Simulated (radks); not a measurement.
Initial-state core-level shifts of the silicon ion Si+ when its valence configuration changes from [Ne] 3s2 3p1. Calculated with a radial shooting solver on a logarithmic mesh with Libxc functionals: scalar-relativistic Kohn-Sham, PBEsol, spin-polarised, spherical densities, finite nucleus; open shells are filled with parallel spins first; Fermi nuclear charge, rms radius 3.1224 fm. Shifts are changes of the shell-averaged eigenvalues in eV (positive: less bound); the change of the density at the nucleus, which sets a Mossbauer isomer shift, is in e/bohr^3, on a base of 1907.

| valence | 1s | 2s | 2p | density at nucleus |
|---|---|---|---|---|
| 3p3 | -2.560 | -2.564 | -2.529 | -10.7550 |
| 3s1 3p2 | -1.014 | -1.045 | -1.026 | -5.2231 |
| 3s0.5 3p2.5 | -1.793 | -1.811 | -1.784 | -7.9699 |
| 3s1.5 3p1.5 | -0.598 | -0.603 | -0.594 | -2.5716 |
